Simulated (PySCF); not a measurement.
Isomers of C3H5F3S, one conformer each. Method used: core-valence-separated Tamm–Dancoff BHandHLYP/aug-pcX-1 (pcseg-1 on H, def2-SVPD on S) in PySCF, non-relativistic, gas phase, PBE0-D3(BJ)/def2-SVP geometry. The energies are unshifted.

P. `CCSC(F)(F)F`
Q. `C[C@@H](S)C(F)(F)F`

Main lines, eV (oscillator strength):
1. C K: 285.8 (0.012), 285.8 (0.051), 286.4 (0.023), 286.5 (0.026), 286.9 (0.015); F K: 687.1 (0.027), 687.2 (0.019), 687.5 (0.023), 687.9 (0.027), 688.0 (0.023)
2. C K: 285.3 (0.052), 285.6 (0.007), 286.4 (0.033), 286.6 (0.030), 286.8 (0.020); F K: 686.9 (0.058), 687.3 (0.029), 687.9 (0.012), 688.4 (0.030), 688.4 (0.006)
Listed: the first five lines at most of each edge with a tenth or more of its strongest line's intensity; roots within 0.03 eV on the same or equivalent atoms are summed. Only the lowest roots were sought, and the top ones are left out.

**Question.** Which spectrum belongs to which isomer?

**Answer.** 1 = Q, 2 = P.
- P: first C line listed at 285.3 eV, hole on the sp3 carbon bound to sulfur; first F line listed at 686.9 eV, hole on the fluorine of a CF3 group.
- Q: first C line listed at 285.8 eV, hole on the methyl carbon; first F line listed at 687.1 eV, hole on the fluorine of a CF3 group.

**Question.** What are the ground-state energies of the isomers at BHandHLYP/aug-pcX-1 (pcseg-1 on H, def2-SVPD on S), relative to the lowest?

**Answer.** P 44.7, Q 0.0 kJ/mol (electronic energies on these geometries, no dispersion or zero-point terms).
